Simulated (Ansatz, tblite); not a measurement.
Forces on mer-FeBr3(NH3)3 (FeBr3N3H9) at its r2SCAN-D4/def2-SVP geometry. The state is a doublet with charge 0.

The xTB rows come from tblite. At PBE0-D4/def2-TZVP the charge 0 doublet is spin-contaminated (final ⟨S²⟩ up to 0.87, 0.75 for a pure state). The order of the spin states hangs on the level: the sextet lies 0.67 eV below the doublet at PBE0-D4/def2-TZVP, but 2.56 eV above it at GFN2-xTB.

GFN2-xTB (tblite), largest force 0.70 eV/Å:

```xyz
16
positions Å, forces eV/Å
Fe   -0.343    0.215   -0.068   -0.586    0.358   -0.153
Br    1.149    1.773   -1.210   -0.356   -0.351    0.221
Br   -1.411   -1.550    1.228    0.206    0.381   -0.317
Br   -2.351    1.427   -0.540    0.245   -0.183    0.021
N     1.355   -0.872    0.287    0.429   -0.204    0.200
H     1.243   -1.849    0.006    0.102    0.232   -0.012
H     1.577   -0.902    1.284    0.029    0.053   -0.223
H     2.143   -0.449   -0.216   -0.160   -0.242    0.192
N    -0.163    1.313    1.591    0.119    0.239    0.475
H    -0.351    0.775    2.442    0.092    0.193   -0.085
H    -0.893    2.029    1.516    0.146   -0.052    0.132
H     0.733    1.801    1.671   -0.168   -0.076    0.105
N    -0.605   -0.809   -1.762   -0.125   -0.266   -0.439
H    -0.864   -1.786   -1.598    0.080    0.169   -0.157
H     0.186   -0.756   -2.409   -0.181   -0.105    0.068
H    -1.404   -0.358   -2.222    0.127   -0.147   -0.029
```

r2SCAN-D4/def2-TZVP (Ansatz), largest force 0.41 eV/Å:

```
Fe 0.052 -0.030 -0.008
Br -0.011 0.013 -0.003
Br -0.025 -0.001 0.004
Br -0.013 0.004 0.000
N 0.324 -0.173 0.061
H -0.012 0.250 0.054
H -0.073 0.037 -0.237
H -0.233 -0.101 0.128
N -0.019 0.251 0.329
H 0.056 0.101 -0.226
H 0.170 -0.175 -0.003
H -0.200 -0.144 -0.042
N -0.115 -0.182 -0.354
H 0.082 0.241 -0.009
H -0.164 -0.004 0.186
H 0.182 -0.087 0.120
```

PBE0-D4/def2-TZVP (Ansatz), largest force 0.51 eV/Å:

```
Fe 0.150 -0.090 0.028
Br -0.055 -0.027 0.030
Br -0.009 0.053 -0.030
Br 0.010 -0.008 0.004
N 0.371 -0.218 0.073
H -0.009 0.347 0.082
H -0.102 0.044 -0.333
H -0.307 -0.123 0.166
N -0.022 0.310 0.394
H 0.068 0.136 -0.325
H 0.217 -0.251 -0.026
H -0.285 -0.198 -0.068
N -0.136 -0.221 -0.438
H 0.105 0.345 -0.002
H -0.237 0.005 0.264
H 0.240 -0.105 0.181
```
